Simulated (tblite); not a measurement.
C₆H₉BrF₂Si.
SMILES with atom numbers: `[CH2:1]=[C:2]([CH2:3][SiH3:4])[CH2:5]/[C:6]([F:7])=[C:8](\[F:9])[Br:10]` (hydrogens: H11, H12 on C1; H13, H14 on C3; H15, H16, H17 on Si4; H18, H19 on C5)

Computed with GFN2-xTB (tblite), gas phase: L-BFGS steps from a force-field or distance-geometry start until the largest atomic force falls under 0.01 eV/Å.

Geometry at step 9:
```
atom  x, y, z in Å
C1     -0.7486   -2.2818   -0.2822
C2     -0.3904   -1.0178   -0.1138
C3     -1.1193   -0.1040    0.8186
Si4    -1.9306    1.4347    0.0029
C5      0.8058   -0.4802   -0.8721
C6      1.8754   -0.0422    0.0746
F7      2.3146   -0.9851    0.9269
C8      2.3849    1.1852    0.1422
F9      1.9946    2.1580   -0.6897
Br10    3.6971    1.7677    1.3751
H11    -1.5832   -2.7068    0.2438
H12    -0.2297   -2.9457   -0.9505
H13    -0.4617    0.2198    1.6281
H14    -1.9114   -0.6856    1.2891
H15    -1.1737    2.6496    0.3279
H16    -3.3039    1.5326    0.5168
H17    -1.9550    1.2296   -1.4501
H18     1.2002   -1.2880   -1.4961
H19     0.5253    0.3692   -1.4989
```

Problem. Give the atomic forces at this geometry.

Solution. 
```tsv
atom	Fx (eV/Å)	Fy (eV/Å)	Fz (eV/Å)
C1	-0.040	0.020	-0.002
C2	0.012	-0.061	0.023
C3	-0.021	-0.001	-0.066
Si4	-0.009	-0.020	-0.033
C5	-0.057	-0.005	0.097
C6	-0.053	0.117	-0.048
F7	0.013	0.139	-0.058
C8	0.102	0.015	0.148
F9	-0.045	-0.126	0.034
Br10	-0.028	-0.051	-0.034
H11	-0.080	-0.021	0.027
H12	0.032	-0.020	-0.030
H13	0.097	0.019	-0.082
H14	-0.012	-0.018	0.066
H15	-0.026	-0.102	-0.029
H16	0.126	0.035	-0.046
H17	-0.021	0.031	0.047
H18	0.020	0.102	-0.030
H19	-0.009	-0.053	0.016
```

The largest, 0.18 eV/Å, acts on C8; the rms over all components is 0.060 eV/Å. The forces sum to zero within rounding, as they must for an isolated molecule in no field.

Problem. Give the force on C8 in Eh/bohr and in nN.

Solution. 0.180 eV/Å ÷ 51.422 = 0.00351 Eh/bohr, and 0.180 eV/Å × 1.602 = 0.29 nN.

Problem. How far is this geometry from the end of the optimisation?

Solution. 0.084 eV above it, and 0.757 Å rms away after alignment. The bonds farthest from their final lengths, with half the difference of the two atoms' forces along the bond (positive lengthens):

```
   bond  now (Å)  final (Å)  force along bond (eV/Å)
Si4–H16    1.470      1.462                    -0.06
 C3–Si4    1.921      1.914                    -0.02
  C2–C3    1.495      1.490                     0.00
C8–Br10    1.892      1.887                    -0.11
Si4–H17    1.468      1.463                    -0.04
Si4–H15    1.468      1.465                    -0.04
```

The angle farthest from its final value is C2–C3–Si4, 115.5° against 111.8°.

The cost below is that of the whole relaxation. The run took 3.5 s wall on one thread of an Arm Neoverse N1, no GPU (shared host).
